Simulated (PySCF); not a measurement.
**Chlorine: a sound run and one with changed settings**

Sound run: Cl⁺ [Ne] 3s2 3p4, Cl²⁺ [Ne] 3s2 3p3. Computed with PySCF 2.14 in def2-TZVP, with no relativity, point nucleus. In the sound run the correlated levels freeze [Ne]. The sound run starts from symmetry-adapted Hartree-Fock orbitals and uses a fine grid where one is needed.

Changed run: the spin-free X2C one-electron Hamiltonian (Gaussian nucleus). This setting is unsound on purpose.

```json
{"species": "Cl⁺", "method": "UHF", "sound run (hartree)": "-459.04415", "changed run (hartree)": "-460.29344", "converged": "yes"}
{"species": "Cl⁺", "method": "TPSS", "sound run (hartree)": "-459.69318", "changed run (hartree)": "-460.94550", "converged": "yes"}
{"species": "Cl⁺", "method": "PBE0", "sound run (hartree)": "-459.52134", "changed run (hartree)": "-460.77405", "converged": "yes"}
{"species": "Cl⁺", "method": "MP2", "sound run (hartree)": "-459.16501", "changed run (hartree)": "-460.41430", "converged": "yes"}
{"species": "Cl⁺", "method": "CCSD(T)", "sound run (hartree)": "-459.19499", "changed run (hartree)": "-460.44416", "converged": "yes"}
{"species": "Cl²⁺", "method": "UHF", "sound run (hartree)": "-458.21427", "changed run (hartree)": "-459.46352", "converged": "yes"}
{"species": "Cl²⁺", "method": "TPSS", "sound run (hartree)": "-458.81456", "changed run (hartree)": "-460.06686", "converged": "yes"}
{"species": "Cl²⁺", "method": "PBE0", "sound run (hartree)": "-458.64503", "changed run (hartree)": "-459.89772", "converged": "yes"}
{"species": "Cl²⁺", "method": "MP2", "sound run (hartree)": "-458.30748", "changed run (hartree)": "-459.55668", "converged": "yes"}
{"species": "Cl²⁺", "method": "CCSD(T)", "sound run (hartree)": "-458.33237", "changed run (hartree)": "-459.58145", "converged": "yes"}
```

Ionisation energy of Cl⁺:

| method | sound run (eV) | changed run (eV) |
| --- | --- | --- |
| UHF | 22.582 | 22.583 |
| TPSS | 23.909 | 23.909 |
| PBE0 | 23.846 | 23.846 |
| MP2 | 23.335 | 23.337 |
| SCS-MP2 | 23.413 | 23.415 |
| CCSD | 23.444 | 23.446 |
| CCSD(T) | 23.473 | 23.476 |

Most of the change in total energy is the relativistic energy itself. On top of that the contraction fixes the core shape for the Hamiltonian it was made with, so the changed run is not a good calculation with the other Hamiltonian either.

For comparison, NIST gives 23.814 eV between the lowest levels.
